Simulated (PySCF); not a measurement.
Input of a run (PBE0-D3(BJ)/def2-SVP geometry optimisation, gas phase (PySCF 2.14.0)), started from a GFN2-xTB structure with every atom displaced at random (by about 0.01 Å):
```
{"job": {"xc": "PBE0", "basis": "def2-SVP", "d3": "d3bj", "grid": 1, "shake": 0.01, "kind": "geom"}, "charge": 0, "multiplicity": 1}
C      2.250470     1.163460     0.175150
C      1.344730     0.380130     0.007330
Si    -0.044100    -0.847410    -0.203890
Cl     0.185110    -2.189790     1.314580
B     -1.793370     0.083660    -0.103210
Cl    -2.910900     0.076010    -1.404470
Cl    -2.245090     0.975620     1.305860
H      3.019080     1.895250     0.300870
H      0.251880    -1.554080    -1.425940
```

Output (energies in Eh, forces in Eh/bohr):
```
step   0  E = -1771.12687764  max force = 0.025624
step   1  E = -1771.13044052  max force = 0.010859
step   2  E = -1771.13127477  max force = 0.003944
step   3  E = -1771.13143777  max force = 0.001990
step   4  E = -1771.13149446  max force = 0.001023
step   5  E = -1771.13152907  max force = 0.000936
step   6  E = -1771.13153256  max force = 0.000592
step   7  E = -1771.13153404  max force = 0.000306
optimisation converged
```

Question: Summarise the run.

Answer: The energy falls by 12.2 kJ/mol over 8 energy and gradient evaluations, the largest force component goes from 0.0256 to 3.1e-04 Eh/bohr, and the atoms move by 0.086 Å rms after alignment. The bond that changes most is Si3–H9 (chlorine-bound silicon to Si–H hydrogen), which lengthens by 0.045 Å. Bonds longer at the end by more than 0.005 Å: 7 of 8; shorter: 1. Among the angles that change most is Cl4–Si3–B5, from 111.7° to 107.2°. The energy never rose by more than 1e-6 Eh on the way. The first step brought 77 % of the lowering.

Question: What are the final bond lengths?

Answer: C1≡C2 1.217 Å, C2–Si3 1.828 Å, Si3–Cl4 2.076 Å, Si3–B5 2.022 Å, B5–Cl6 1.745 Å, B5–Cl7 1.742 Å, C1–H8 1.076 Å, Si3–H9 1.488 Å. Numbering counts from 1 in the input's order; the species is `C#C[Si@@H](Cl)B(Cl)Cl`.

The run used 124 basis functions and 54 SCF cycles in all.

Not checked by PBE0-D3(BJ)/def2-SVP frequencies. One conformer, not necessarily the lowest.

The values belong to the conformer `[CH:1]#[C:2][Si@@H:3]([Cl:4])[B:5]([Cl:6])[Cl:7]`: C2–Si3–B5–Cl6 118°.
